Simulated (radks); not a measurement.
Results of a calculation; reference values are marked as such.
Ag4+, configuration [Ar] 3d10 4s1.75 4p6 4d7 5s0.25 (fractional occupations, a model configuration).

Level of theory: scalar-relativistic Kohn-Sham, exchange-only B88, spin-unpolarised, spherical densities, finite nucleus; Fermi nuclear charge, rms radius 4.5454 fm (a radial shooting solver on a logarithmic mesh with Libxc functionals).

Energy parts (hartree):
| part | energy |
|---|---|
| total | -5308.96944 |
| kinetic | 5517.67601 |
| electron-nucleus | -12743.45478 |
| Hartree | 2062.18786 |
| exchange | -145.37853 |

Orbitals (lengths in bohr, moments of r in powers of bohr; <r^-3> diverges for s and p1/2; r(max) is where P^2 peaks):
| orbital | occ. | eigenvalue (hartree) | <r> | <r^2> | r(max) | <r^-3> |
|---|---|---|---|---|---|---|
| 1s | 2 | -933.1850 | 0.03111 | 0.001308 | 0.02016 | - |
| 2s | 2 | -139.2759 | 0.1349 | 0.02146 | 0.1140 | - |
| 2p | 6 | -125.1693 | 0.1177 | 0.01690 | 0.09112 | 3780 |
| 3s | 2 | -27.29724 | 0.3685 | 0.1554 | 0.3326 | - |
| 3p | 6 | -22.66424 | 0.3675 | 0.1568 | 0.3257 | 675.8 |
| 3d | 10 | -15.35593 | 0.3456 | 0.1423 | 0.2736 | 92.37 |
| 4s | 1.75 | -5.57748 | 0.8984 | 0.9123 | 0.8180 | - |
| 4p | 6 | -4.20737 | 0.9735 | 1.081 | 0.8683 | 117.9 |
| 4d | 7 | -2.20903 | 1.192 | 1.664 | 0.9912 | 11.08 |
| 5s | 0.25 | -1.57548 | 2.179 | 5.304 | 1.994 | - |
| 5p | 0 | -1.24848 | 2.490 | 6.941 | 2.270 | 18.14 |

The highest occupied level is 5s at -42.871 eV. The density falls to 0.001 e/bohr^3 at r = 3.05 bohr.
